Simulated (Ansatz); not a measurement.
Program: Ansatz. Geometries: PBE0-D4/def2-TZVP. ΔE: electronic, gas phase. CCSD(T)/CBS adds triple-zeta CCSD(T) − MP2 to the extrapolated MP2 energy (def2 sets, frozen cores). This one scheme is used for every species. DFT in def2-TZVPP. Each species was taken in one conformer, which may not be the lowest.

`C[Si](O)([SiH3])Cl` + `[AlH3]` → `C[Si]([AlH2])([SiH3])Cl` + H₂O  (formal exchange of groups at the Si–O bond)

CCSD(T)/CBS gives +94.3 kJ/mol.

Task: Another level gave +97.1 kJ/mol. Which?
A. PBE0-D4/def2-TZVPP
B. MP2/def2-TZVPP
C. CCSD(T)/def2-TZVPP
D. HF/def2-TZVPP

Result: C. CCSD(T)/def2-TZVPP 97.1, HF/def2-TZVPP 123.4, MP2/def2-TZVPP 102.7, PBE0-D4 81.8 kJ/mol.

Largest T1 diagnostic among the species: 0.012.

In def2-TZVPP, CCSD(T) changes the Hartree–Fock value by −26.3 kJ/mol (the triples alone add −3.7 kJ/mol) and MP2 by −20.7 kJ/mol. The D4 term adds −3.8 kJ/mol with B3LYP and −2.4 kJ/mol with PBE0; it sums over pairs of atoms, weighted by their polarisabilities, and B3LYP, whose exchange is more repulsive, gets the larger term. From PBE to PBE0 (25 % exact exchange), in def2-TZVPP and without D4, ΔE moves by +6.3 kJ/mol.

B3LYP here is the variant with VWN-RPA as its local correlation; programs differ in this.
